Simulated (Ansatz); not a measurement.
One change: `SB(S)S` becomes `[SiH3]OB(S)S`.

Ansatz, PBE0-D4/def2-TZVP geometries, multiplicity 1. Each molecule was computed in one conformer, which needn't be the lowest.

| property | `SB(S)S` |
| --- | --- |
| HOMO–LUMO gap (B3LYP/def2-TZVPP) / eV | 6.37 |
| LUMO energy (PBE/def2-TZVPP) / eV | -1.59 |
| size of the dipole moment (ωB97M-V/def2-TZVPP) / D | 1.57 |
| HOMO energy (PBE0/def2-TZVPP) / eV | -7.55 |
| HOMO energy (B3LYP/def2-TZVPP) / eV | -7.29 |
| HOMO energy (ωB97M-V/def2-TZVPP) / eV | -9.68 |

Give the same properties after the change, and the shifts. (Estimate.)

The calculation gave: 
| property | `[SiH3]OB(S)S` | shift |
| --- | --- | --- |
| HOMO–LUMO gap (B3LYP/def2-TZVPP) / eV | 6.68 | 0.31 |
| LUMO energy (PBE/def2-TZVPP) / eV | -1.13 | 0.46 |
| size of the dipole moment (ωB97M-V/def2-TZVPP) / D | 0.92 | -0.65 |
| HOMO energy (PBE0/def2-TZVPP) / eV | -7.42 | 0.13 |
| HOMO energy (B3LYP/def2-TZVPP) / eV | -7.16 | 0.13 |
| HOMO energy (ωB97M-V/def2-TZVPP) / eV | -9.56 | 0.12 |

With PBE0 the HOMO rises by 0.13 eV and the LUMO rises by 0.47 eV, so the gap widens by about 0.34 eV. PBE moves the HOMO by 0.13 eV and ωB97M-V by 0.12 eV. Dipoles are sizes alone; their direction can turn.

B3LYP here is the variant with VWN-RPA as its local correlation; programs differ in this.
